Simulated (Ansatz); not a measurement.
```yaml
crystal:
  periodic: [false, false, false]
  atoms:
    - {symbol: B, position_ang: [-0.002761, -1.806788, -2.567613]}
    - {symbol: As, position_ang: [-1.675582, -0.800081, -3.210172]}
    - {symbol: As, position_ang: [-0.001067, -1.751934, -0.478902]}
    - {symbol: B, position_ang: [-1.717554, -0.867097, 0.269141]}
    - {symbol: B, position_ang: [0.000211, -1.892752, 3.059971]}
    - {symbol: As, position_ang: [-1.617753, -0.819604, 2.349796]}
    - {symbol: B, position_ang: [-2.052745, 1.101393, -2.534842]}
    - {symbol: As, position_ang: [-1.670335, 1.059291, -0.493868]}
    - {symbol: B, position_ang: [-1.707568, 1.119186, 3.062289]}
    - {symbol: As, position_ang: [1.668294, -0.799135, -3.213803]}
    - {symbol: B, position_ang: [1.717342, -0.869413, 0.267396]}
    - {symbol: As, position_ang: [1.619096, -0.822007, 2.348196]}
    - {symbol: B, position_ang: [2.053166, 1.100123, -2.536067]}
    - {symbol: As, position_ang: [1.672111, 1.057231, -0.495005]}
    - {symbol: B, position_ang: [0.001796, 2.067304, 0.189505]}
    - {symbol: B, position_ang: [1.711974, 1.116539, 3.060962]}
    - {symbol: As, position_ang: [0.002558, 1.985531, 2.282603]}
    - {symbol: H, position_ang: [-0.002454, -2.942594, -2.997291]}
    - {symbol: H, position_ang: [-2.827685, -1.730757, -2.923788]}
    - {symbol: H, position_ang: [-1.713424, -0.862688, -4.723937]}
    - {symbol: H, position_ang: [-0.001778, -3.208232, -0.082635]}
    - {symbol: H, position_ang: [-2.700186, -1.461273, -0.137583]}
    - {symbol: H, position_ang: [-0.000942, -3.019763, 2.588552]}
    - {symbol: H, position_ang: [0.000991, -1.846225, 4.279137]}
    - {symbol: H, position_ang: [-2.876089, -1.541775, 2.789532]}
    - {symbol: H, position_ang: [-3.231003, 1.333621, -2.735342]}
    - {symbol: H, position_ang: [-1.278279, 1.834637, -3.117416]}
    - {symbol: H, position_ang: [-2.853215, 1.759605, 0.127603]}
    - {symbol: H, position_ang: [-2.708729, 1.678169, 2.644474]}
    - {symbol: H, position_ang: [-1.599380, 1.093641, 4.277826]}
    - {symbol: H, position_ang: [1.700136, -0.858321, -4.727824]}
    - {symbol: H, position_ang: [2.820382, -1.731856, -2.934150]}
    - {symbol: H, position_ang: [2.698788, -1.464877, -0.140343]}
    - {symbol: H, position_ang: [2.876674, -1.545985, 2.787105]}
    - {symbol: H, position_ang: [1.282006, 1.838035, -3.117005]}
    - {symbol: H, position_ang: [3.232466, 1.326804, -2.736919]}
    - {symbol: H, position_ang: [2.856149, 1.755894, 0.126121]}
    - {symbol: H, position_ang: [0.002419, 3.209207, -0.227311]}
    - {symbol: H, position_ang: [1.604393, 1.090781, 4.276548]}
    - {symbol: H, position_ang: [2.713705, 1.674232, 2.642804]}
    - {symbol: H, position_ang: [0.003841, 3.441922, 2.702275]}
basis:
  gaussian: {orbitals: def2-mTZVP, fitting: {mean_field: def2-universal-jkfit}}
total_charge: -1
hamiltonian: {xc: {name: wB97}}
```

```sh
$ ansatz run in.yaml --threads 2 --pin off --events-out ev --progress --plain --max-ram 22528MiB --backend cuda --devices 0, --max-vram 18GiB
```

Shortened log:

```
Functional definition: wB97
3235 factors; integrals over basis functions are off by at most 5.3e-1 eV
3235 factors; integrals over basis functions are off by at most 1.2e-6 eV
mean field evaluation 1: about -493240.4768 eV, gradient 6.0e1 eV
mean field evaluation 2: about -493245.9867 eV, gradient 4.9e1 eV
mean field evaluation 4: about -493248.6924 eV, gradient 2.5e0 eV
mean field evaluation 8: about -493248.7323 eV, gradient 2.2e-1 eV
mean field evaluation 16: about -493248.7324 eV, gradient 4.1e-5 eV
mean field -493248.73244133 eV, -18126.5565812198 hartree, gradient 4.3e-5 eV, S^2 0.000000; 0 other end points of the search recorded, 0 dependent functions left out
reference -493248.73241659 eV, -18126.5565803108 hartree; 167, 167 occupied and 364, 364 virtual orbitals, 3235 factors
Total energy: -493248.73241659 eV, -18126.5565803108 hartree
```

Run time 12 s (2 threads of AMD EPYC 7R13 on a shared host and a share (18 GiB) of an NVIDIA H100 80GB HBM3), peak host memory 1.3 GiB.

The highest occupied level of an anion often lies above zero with these methods, and sets without diffuse functions describe the outer electron poorly.
